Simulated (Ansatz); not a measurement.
Geometry optimisation, Ansatz, RKS B3LYP-D4/def2-SVP.

Input file:

```yaml
crystal:
  periodic: [false, false, false]
  atoms:
    - { symbol: Si, position_ang: [-1.0546, 0.4122, -0.8634] }
    - { symbol: "N", position_ang: [0.6049, -0.0622, -0.7908] }
    - { symbol: Ge, position_ang: [0.8871, -0.6409, 0.9405] }
    - { symbol: H, position_ang: [-1.9066, -0.6782, -0.5968] }
    - { symbol: H, position_ang: [-1.3888, 0.9594, -2.2417] }
    - { symbol: H, position_ang: [-1.3514, 1.5398, 0.1055] }
    - { symbol: H, position_ang: [1.2164, 0.7995, -0.9254] }
    - { symbol: H, position_ang: [0.0473, -1.8399, 1.2612] }
    - { symbol: H, position_ang: [0.6224, 0.523, 1.9936] }
    - { symbol: H, position_ang: [2.4064, -1.0638, 1.1201] }
basis:
  gaussian: { orbitals: def2-SVP }
hamiltonian:
  xc: b3lyp
  dispersion: d4
relax:
  f_tol: 0.02
  max_steps: 50
output:
  orbitals: {}
```

Run as:

```bash
$ ansatz run input.yaml --threads 2 --pin off --max-ram 3072MiB --backend cpu --events-out ev --progress --plain --runs-dir out
```

Question: Where does it end, and by what steps?

Answer: The run converged. The force dipped under the threshold on the way, but the program's further checks kept it going. After 14 steps the energy has fallen by 0.492 eV; H6 moved furthest, 0.78 Å.

| step | energy less start (eV) | largest force component (eV/Å) | accepted |
| --- | --- | --- | --- |
| 0 | 0.0000 | 2.410 | yes |
| 1 | -0.3374 | 0.990 | yes |
| 2 | -0.4049 | 0.572 | yes |
| 3 | -0.4684 | 0.475 | yes |
| 4 | -0.4830 | 0.051 | yes |
| 5 | -0.4870 | 0.033 | yes |
| 6 | -0.4867 | 0.269 | no |
| 7 | -0.4861 | 0.113 | no |
| 8 | -0.4886 | 0.124 | yes |
| 9 | -0.4904 | 0.051 | yes |
| 10 | -0.4907 | 0.081 | yes |
| 11 | -0.4914 | 0.027 | yes |
| 12 | -0.4917 | 0.036 | yes |
| 13 | -0.4919 | 0.013 | yes |
| 14 | -0.4920 | 0.007 | yes |

```xyz
10
Properties=species:S:1:pos:R:3
Si -1.166 0.533 -0.956
N 0.455 0.322 -0.360
Ge 1.034 -0.683 1.080
H -1.963 -0.647 -0.517
H -1.161 0.618 -2.448
H -1.854 1.766 -0.453
H 1.163 0.947 -0.739
H 0.017 -1.824 1.264
H 1.120 0.151 2.381
H 2.439 -1.234 0.752
```

The run took 26 s on 2 threads of Intel(R) Xeon(R) Platinum 8559C (Emerald Rapids) (shared host), peak memory 0.24 GiB.
